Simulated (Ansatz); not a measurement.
# Worked example: CH7FSi2 + SbHF → SiH2(CH3)(SiH2) + SbHF2

Species: CH7FSi2 `C[SiH2][SiH2]F`, singlet; SbHF `[F][SbH]`, doublet; SiH2(CH3)(SiH2), doublet; SbHF2 `[F][SbH][F]`, singlet. A radical takes F: the energy is the difference in strength between the Si–F bond broken and the Sb–F bond made.

Shapes, held fixed at every level: PBE0-D4/def2-TZVP. Flexible molecules stand in one conformer, not always the lowest. Programs: Ansatz 0.2.0. The zero-point and thermal change to 298 K, harmonic and unscaled (PBE0-D4/def2-TZVP), is -3.5 kJ/mol.

At CCSD(T)/def2-TZVPP; 1 Eh = 2625.50 kJ/mol:

| species | energy (Eh) |
| --- | --- |
| CH7FSi2 | -720.152731 |
| SbHF | -339.928960 |
| SiH2(CH3)(SiH2) | -620.298020 |
| SbHF2 | -439.722739 |

Question: Work out ΔH(298 K) of the reaction at this level.

Answer: 
1. Products less reactants: (-620.298020) + (-439.722739) − [(-720.152731) + (-339.928960)] = 0.060932 Eh = +160.0 kJ/mol.
2. With the thermal change: +160.0 + (-3.5) = +156.5 kJ/mol.

Other levels give +143.7 (PBE0-D4/def2-TZVPP) to +174.4 kJ/mol (HF/def2-TZVPP). No measured value is set beside it here. Open shells run unrestricted. For atoms past krypton def2 sets carry core potentials with scalar relativity. Outer-core shells of Sb are correlated in most correlated rows, in sets that cover them unevenly.
